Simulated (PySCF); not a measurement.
A structure optimised at B3LYP-D3(BJ)/def2-SVP, used in a PySCF frequency run:

```xyz
6

W      0.3023    -0.4197    -0.0423
O      1.8249    -0.0917     0.6528
N      0.5395    -0.6821    -1.7565
H      1.1728    -0.7153    -2.5539
F     -0.4230    -1.9857     0.6952
Br    -1.0888     1.5758     0.1858
```
Charge 0, spin multiplicity 1.

Problem. Write its SMILES and formula.

Solution. [NH]=[W](=[O])([F])[Br], BrFHNOW

Problem. What are its rotational constants (standard atomic weights)?

Solution. 3.5637, 1.0631, 1.0240 GHz
